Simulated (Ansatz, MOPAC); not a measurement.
Species: C$_{3}$H$_{10}$GeN, net charge 0, doublet state. SMILES: [N]([CH]C)(C)[GeH3]

Atoms: C1, C2, N3, C4, Ge5, H6, H7, H8, H9, H10, H11, H12, H13, H14, H15. Bonds: C1-C2, C1-H6, C1-H7, C1-H8, C2-N3, C2-H9, N3-C4, N3-Ge5, C4-H10, C4-H11, C4-H12, Ge5-H13, Ge5-H14, Ge5-H15.

Bond lengths (Å) and angles (degrees) optimised at AM1 with MOPAC; PM6 with MOPAC; HF/STO-3G with Ansatz (a quantum-chemistry and plane-wave program); HF/3-21G with Ansatz; HF/6-31G* with LANL2DZ past Ar with Ansatz; PBE/6-31G* with LANL2DZ past Ar with Ansatz, each started from the B3LYP-D3(BJ)/def2-TZVP structure (Ansatz) of the last column. A row stands for all coordinates that are equal there; 13 of 36 kinds are shown. 6-31G* holds six Cartesian d functions. No wavenumbers were computed at HF/STO-3G, PBE/6-31G* with LANL2DZ past Ar, so these may be saddle points.

```json
[
 {"coordinate": "C1-C2", "AM1": "1.476", "PM6": "1.484", "HF/STO-3G": "1.523", "HF/3-21G": "1.508", "HF/6-31G* with LANL2DZ past Ar": "1.500", "PBE/6-31G* with LANL2DZ past Ar": "1.492", "B3LYP-D3(BJ)/def2-TZVP": "1.487"},
 {"coordinate": "C1-H6", "AM1": "1.120", "PM6": "1.100", "HF/STO-3G": "1.089", "HF/3-21G": "1.090", "HF/6-31G* with LANL2DZ past Ar": "1.091", "PBE/6-31G* with LANL2DZ past Ar": "1.115", "B3LYP-D3(BJ)/def2-TZVP": "1.102"},
 {"coordinate": "C1-H7", "AM1": "1.117 to 1.124", "PM6": "1.099 to 1.103", "HF/STO-3G": "1.086 to 1.090", "HF/3-21G": "1.082", "HF/6-31G* with LANL2DZ past Ar": "1.084", "PBE/6-31G* with LANL2DZ past Ar": "1.102", "B3LYP-D3(BJ)/def2-TZVP": "1.090"},
 {"coordinate": "C1-H8", "AM1": "1.122", "PM6": "1.099", "HF/STO-3G": "1.087", "HF/3-21G": "1.087", "HF/6-31G* with LANL2DZ past Ar": "1.088", "PBE/6-31G* with LANL2DZ past Ar": "1.110", "B3LYP-D3(BJ)/def2-TZVP": "1.096"},
 {"coordinate": "C2-N3", "AM1": "1.358", "PM6": "1.369", "HF/STO-3G": "1.434", "HF/3-21G": "1.414", "HF/6-31G* with LANL2DZ past Ar": "1.403", "PBE/6-31G* with LANL2DZ past Ar": "1.399", "B3LYP-D3(BJ)/def2-TZVP": "1.387"},
 {"coordinate": "C2-H9", "AM1": "1.100", "PM6": "1.083", "HF/STO-3G": "1.087", "HF/3-21G": "1.077", "HF/6-31G* with LANL2DZ past Ar": "1.079", "PBE/6-31G* with LANL2DZ past Ar": "1.097", "B3LYP-D3(BJ)/def2-TZVP": "1.084"},
 {"coordinate": "N3-C4", "AM1": "1.428", "PM6": "1.485", "HF/STO-3G": "1.475", "HF/3-21G": "1.471", "HF/6-31G* with LANL2DZ past Ar": "1.453", "PBE/6-31G* with LANL2DZ past Ar": "1.463", "B3LYP-D3(BJ)/def2-TZVP": "1.456"},
 {"coordinate": "N3-Ge5", "AM1": "1.886", "PM6": "1.888", "HF/STO-3G": "1.792", "HF/3-21G": "1.809", "HF/6-31G* with LANL2DZ past Ar": "1.843", "PBE/6-31G* with LANL2DZ past Ar": "1.885", "B3LYP-D3(BJ)/def2-TZVP": "1.864"},
 {"coordinate": "C1-C2-N3", "AM1": "123.2", "PM6": "122.8", "HF/STO-3G": "119.4", "HF/3-21G": "120.4", "HF/6-31G* with LANL2DZ past Ar": "120.1", "PBE/6-31G* with LANL2DZ past Ar": "120.9", "B3LYP-D3(BJ)/def2-TZVP": "120.8"},
 {"coordinate": "C2-N3-C4", "AM1": "118.7", "PM6": "115.0", "HF/STO-3G": "113.0", "HF/3-21G": "113.8", "HF/6-31G* with LANL2DZ past Ar": "114.3", "PBE/6-31G* with LANL2DZ past Ar": "115.4", "B3LYP-D3(BJ)/def2-TZVP": "115.5"},
 {"coordinate": "C2-N3-Ge5", "AM1": "117.6", "PM6": "119.9", "HF/STO-3G": "122.0", "HF/3-21G": "124.4", "HF/6-31G* with LANL2DZ past Ar": "121.9", "PBE/6-31G* with LANL2DZ past Ar": "121.6", "B3LYP-D3(BJ)/def2-TZVP": "121.5"},
 {"coordinate": "C4-N3-Ge5", "AM1": "114.6", "PM6": "114.6", "HF/STO-3G": "118.4", "HF/3-21G": "121.6", "HF/6-31G* with LANL2DZ past Ar": "118.4", "PBE/6-31G* with LANL2DZ past Ar": "117.1", "B3LYP-D3(BJ)/def2-TZVP": "117.6"},
 {"coordinate": "C2-C1-H6", "AM1": "111.3", "PM6": "112.3", "HF/STO-3G": "112.0", "HF/3-21G": "112.4", "HF/6-31G* with LANL2DZ past Ar": "112.4", "PBE/6-31G* with LANL2DZ past Ar": "114.0", "B3LYP-D3(BJ)/def2-TZVP": "113.1"}
]
```

A range marks coordinates that this level makes unequal.

Mean signed difference of all 14 bond lengths from B3LYP-D3(BJ)/def2-TZVP: AM1 0.011 Å, PM6 0.001 Å, HF/STO-3G -0.021 Å, HF/3-21G -0.003 Å, HF/6-31G* with LANL2DZ past Ar -0.005 Å, PBE/6-31G* with LANL2DZ past Ar 0.015 Å.
